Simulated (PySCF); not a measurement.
**SeI: frontier orbitals**

PBE0 at R = 2.476 Å; PySCF, scalar-relativistic core potentials, basis sets Se cc-pVDZ-PP with ECP10, I cc-pVDZ-PP with ECP28. State: ²Π (doublet), unpaired electrons π ↑. Only the outer orbitals are listed, counted within each symmetry, core potentials removing the inner ones.

```tsv
spin	orbital	occ.	ε (eV)	on Se (%)	main shells (%)
α	7σ	1	-21.46	51	48 Se s, 46 I s
α	8σ	1	-18.46	48	50 I s, 47 Se s
α	9σ	1	-10.46	47	51 I p, 42 Se p
α	5π	1	-9.54	51	51 Se p, 48 I p
α	5π	1	-8.93	34	66 I p, 33 Se p
α	6π	1	-7.49	48	52 I p, 48 Se p
α	6π	1	-6.72	66	66 Se p, 34 I p
α	10σ	0	-2.73	52	51 Se p, 45 I p
α	11σ	0	7.30	39	34 I d, 20 Se d, 18 I s
α	7π	0	8.48	36	64 I d, 28 Se d
β	7σ	1	-21.01	38	59 I s, 35 Se s
β	8σ	1	-17.75	59	59 Se s, 38 I s
β	9σ	1	-10.22	45	52 I p, 40 Se p
β	5π	1	-8.80	29	71 I p, 28 Se p
β	5π	1	-8.55	17	82 I p, 16 Se p
β	6π	1	-6.46	71	71 Se p, 28 I p
β	6π	0	-4.41	82	82 Se p, 17 I p
β	10σ	0	-2.47	55	54 Se p, 42 I p
β	11σ	0	7.48	36	34 I d, 22 I s, 18 Se d
```

**Question.** Which are the highest filled and the lowest empty level, where do they sit, and how wide is the gap?

**Answer.** Highest filled β 6π at -6.46 eV (in %: 71 Se p, 28 I p); lowest empty β 6π at -4.41 eV (in %: 82 Se p, 17 I p); the gap at PBE0 is 2.05 eV. Both belong to one degenerate shell, split only by its one-sided filling, so this is no excitation gap.

```
bond order (Mayer)                              : 1.31
⟨S²⟩                                            : 0.753
charge on Se (Mulliken, basis-dependent)        : -0.04
charge on Se (Löwdin, basis-dependent)          : -0.08
dipole moment (positive dipole means Se(−)I(+)) : 0.39 D
polarisability along the bond                   : 78.1 bohr³
polarisability across the bond                  : 25.5 bohr³
```

Spin–orbit coupling is left out. The state was picked by a PBE0 search and need not be the measured ground state.
